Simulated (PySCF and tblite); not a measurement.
The numbers below are computed, except where a source is named.
System: C7H15N, numbered as in [CH3:1][C@@H:2]1[CH2:3][N:4]1[C:5]([CH3:6])([CH3:7])[CH3:8].

For the pyramidal inversion at N4: electronic barrier 15.58 kcal/mol, zero-point change -0.96 kcal/mol, thermal and entropy terms at 250 K a further 0.05 kcal/mol (symmetry numbers apart). The minimum is C1, the saddle C1. The path came from a restrained scan, a climbing-image band and a saddle search at GFN2-xTB; energies are PBE/pcSseg-1 + D3(BJ), IEF-PCM tetrahydrofuran//GFN2-xTB, thermal terms GFN2-xTB. Rates follow Eyring's equation with the number of equivalent paths and no tunnelling. (PySCF 2.14 with density fitting, tblite 0.8.)

How many equivalent paths lead out of the minimum?

1: the symmetry number of the minimum is 1, that of the saddle displaced along its mode 1.

Work out the rate at 250 K.

ΔG‡ = 14.67 kcal/mol; k_B T/h = 5.2×10¹² s⁻¹; exp(−ΔG‡/RT) = 1.5×10⁻¹³; times 1 gives k = 0.77 s⁻¹. Wigner's tunnelling factor for the 266i cm⁻¹ mode would be 1.10.
